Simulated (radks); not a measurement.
Question: These are the eigenvalues of the occupied orbitals of an atom or ion with whole-number occupations (hartree). All-electron calculation, non-relativistic Kohn-Sham, SCAN, spin-polarised, spherical densities, point nucleus; meta-GGA in the generalised Kohn-Sham scheme. Program: a radial shooting solver on a logarithmic mesh with Libxc functionals.

| orbital | eigenvalue |
|---|---|
| 1s up | -349.1549 |
| 1s down | -349.1545 |
| 2s up | -44.57682 |
| 2s down | -44.49945 |
| 2p up | -39.50247 |
| 2p down | -39.44596 |
| 3s up | -7.22526 |
| 3s down | -7.10045 |
| 3p up | -5.57834 |
| 3p down | -5.45272 |
| 3d up | -2.78135 |
| 3d down | -2.65471 |

Which element is it, and in what charge state? The configuration may be excited. Open shells, if any, are filled with parallel spins first.

Answer: Z = 30, zinc, charge +4: Zn4+ in [Ar] 3d8. The list shows which subshells hold electrons but not how many an open one holds; the 1s level, -349.15 hartree, gives Z - s = 26.4 by -(Z - s)^2/2, which with screening narrows Z to a few neighbours, and the depths of the outer levels then fix element, charge and occupations together.
